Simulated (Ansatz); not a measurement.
# Swapping H for Cl on Si: the mean Si–H bond length

Gas-phase molecules. On one Si centre, n of the H ligands are replaced by Cl. The mean Si–H bond length y in Å at PBE0-D4/def2-TZVP. The shapes are optimised at that level. Programs: Ansatz 0.2.0.

| molecule | n | y (Å) |
| --- | --- | --- |
| SiH4 | 0 | 1.485 |
| SiH3Cl | 1 | ? |
| SiH2Cl2 | 2 | 1.476 |
| SiHCl3 | 3 | 1.469 |

Fit y = c + s·n to the known rows and predict SiH3Cl.


1. Means of the 3 rows: n = 1.66667, y = 1.4767.
2. Σ(Δn)² = 4.6667, Σ(Δn·Δy) = -0.024333, so the slope is -0.024333/4.6667 = -0.0052142.
3. Intercept: 1.4767 − (-0.0052142) × 1.66667 = 1.4854. The largest residual of the fit is 0.0011.
4. SiH3Cl: 1.4854 + (-0.0052142) × 1 = 1.480 Å.

The run gave 1.481 Å, so the prediction is off by -0.001 Å, within the largest residual. The steps per swap are -0.004, -0.005, -0.007 Å. Electronegative ligands draw the centre's p character, so the other bonds gain s character and shorten.
